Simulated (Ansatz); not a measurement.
Relaxation of the cluster W₂O₆⁺ with UKS PBE-D4/def2-SVP.

```sh
$ ansatz run in.yaml --threads 4 --pin off --events-out ev --progress --plain --max-ram 4787MiB
```

```yaml
crystal:
  periodic: [false, false, false]
  atoms:
    - {symbol: W, position_ang: [0.827440, 1.286610, 0.283490]}
    - {symbol: W, position_ang: [-0.744040, -1.848150, -0.509710]}
    - {symbol: O, position_ang: [-1.919820, -1.614910, -1.680270]}
    - {symbol: O, position_ang: [1.109470, 2.112200, -1.181320]}
    - {symbol: O, position_ang: [0.150610, -0.379960, -0.185150]}
    - {symbol: O, position_ang: [2.274030, 0.967980, 1.127080]}
    - {symbol: O, position_ang: [-0.368900, 2.021820, 1.248670]}
    - {symbol: O, position_ang: [-1.328780, -2.545590, 0.897200]}
basis:
  gaussian: {orbitals: def2-SVP}
total_charge: 1
magnetization: {spin_polarized: true, initial_magnetization: 1}
hamiltonian: {xc: pbe, dispersion: d4}
scf: {lower_state_search: "off"}
output: {orbitals: {seedname: orbitals}}
relax: {f_tol: 0.02, max_steps: 100}
```

Hardware: 4 threads of Arm Neoverse V1 on a shared host. Wall time 33 s.

Positions (Å) and forces (eV/Å) at steps 1, 2, 3, 4, 5, 6, 7, 9 of 9:

```xyz
8
step=1 energy=-15910.7915 eV
W     0.827    1.287    0.283    1.017    0.625   -0.391
W    -0.744   -1.848   -0.510    2.208   -4.461   -2.113
O    -1.920   -1.615   -1.680   -2.218    0.630   -0.722
O     1.109    2.112   -1.181    0.321    1.585   -2.316
O     0.151   -0.380   -0.185    0.224    0.498    0.099
O     2.274    0.968    1.127    2.333   -0.361    1.672
O    -0.369    2.022    1.249   -2.238    1.735    2.038
O    -1.329   -2.546    0.897   -1.648   -0.251    1.733
8
step=2 energy=-15911.7774 eV
W     0.843    1.317    0.286    0.472   -0.199   -0.311
W    -0.663   -2.013   -0.588   -1.418   -0.248    0.233
O    -1.975   -1.598   -1.630    0.926   -0.318    0.969
O     1.115    2.166   -1.213    0.040    0.395   -0.119
O     0.148   -0.424   -0.203   -0.233   -0.978   -0.305
O     2.313    0.988    1.169    0.192    0.203    0.235
O    -0.386    2.072    1.284   -0.406    0.661    0.526
O    -1.395   -2.508    0.895    0.427    0.484   -1.227
8
step=3 energy=-15912.0777 eV
W     0.837    1.282    0.274   -0.673   -0.559    0.128
W    -0.675   -2.082   -0.609   -0.784    0.153    0.270
O    -1.988   -1.618   -1.600    0.400   -0.162    0.223
O     1.118    2.225   -1.176    0.262    0.473   -0.184
O     0.166   -0.503   -0.233    0.010   -0.543   -0.200
O     2.321    1.065    1.184    0.404    0.288    0.143
O    -0.340    2.126    1.295    0.104    0.276    0.068
O    -1.438   -2.495    0.865    0.277    0.074   -0.448
8
step=4 energy=-15911.9091 eV rejected
W     0.801    1.199    0.257    1.482    3.720    1.147
W    -0.744   -2.190   -0.632    0.834    0.005   -0.074
O    -2.032   -1.675   -1.590   -0.610    0.259   -0.586
O     1.178    2.351   -1.071   -0.566   -1.597    1.084
O     0.193   -0.654   -0.289    0.038   -0.018   -0.021
O     2.345    1.254    1.183   -1.719   -0.572   -1.052
O    -0.239    2.247    1.306    0.804   -1.580   -1.190
O    -1.503   -2.533    0.836   -0.262   -0.216    0.692
8
step=5 energy=-15912.1590 eV
W     0.830    1.253    0.269   -0.071    0.300    0.257
W    -0.714   -2.120   -0.611    0.117    0.047    0.011
O    -2.007   -1.631   -1.600   -0.079    0.036   -0.055
O     1.141    2.277   -1.132    0.009   -0.076    0.214
O     0.200   -0.573   -0.261   -0.014   -0.216   -0.072
O     2.338    1.155    1.180   -0.228    0.095   -0.173
O    -0.315    2.142    1.294    0.304   -0.177   -0.251
O    -1.472   -2.502    0.862   -0.038   -0.008    0.067
8
step=6 energy=-15912.1694 eV
W     0.830    1.235    0.266    0.000    0.296    0.205
W    -0.725   -2.135   -0.612    0.081    0.102    0.028
O    -2.009   -1.613   -1.595   -0.049    0.023   -0.068
O     1.138    2.290   -1.111   -0.016   -0.071    0.067
O     0.230   -0.610   -0.274   -0.016   -0.154   -0.048
O     2.340    1.198    1.175   -0.139   -0.009   -0.095
O    -0.315    2.117    1.284    0.155   -0.159   -0.158
O    -1.489   -2.482    0.867   -0.015   -0.027    0.070
8
step=7 energy=-15912.1732 eV
W     0.834    1.226    0.263   -0.026    0.069    0.096
W    -0.731   -2.135   -0.607    0.028    0.050    0.012
O    -2.006   -1.592   -1.595   -0.003    0.009   -0.010
O     1.128    2.294   -1.105   -0.001    0.004   -0.031
O     0.261   -0.633   -0.283   -0.020   -0.052   -0.009
O     2.341    1.219    1.172   -0.022   -0.015   -0.016
O    -0.327    2.079    1.278    0.042   -0.068   -0.054
O    -1.500   -2.458    0.877    0.002    0.003    0.011
8
step=9 energy=-15912.1749 eV
W     0.841    1.210    0.258   -0.013   -0.014    0.005
W    -0.736   -2.131   -0.595   -0.019   -0.007    0.005
O    -1.988   -1.559   -1.596    0.010   -0.003    0.007
O     1.101    2.297   -1.106    0.000    0.009   -0.013
O     0.303   -0.660   -0.290    0.005    0.016    0.007
O     2.349    1.242    1.166    0.007   -0.002    0.005
O    -0.351    2.005    1.273    0.003   -0.003   -0.002
O    -1.519   -2.404    0.891    0.008    0.005   -0.015
```

In the def2 sets W takes a core potential; there is no spin–orbit coupling. The relaxation made no stability test and no search for a lower SCF solution. No other spin state of charge 1 was run. Another isomer (doublet) lies 1.03 eV lower at PBE0-D4/def2-TZVP; other spin states weren't run for this one.
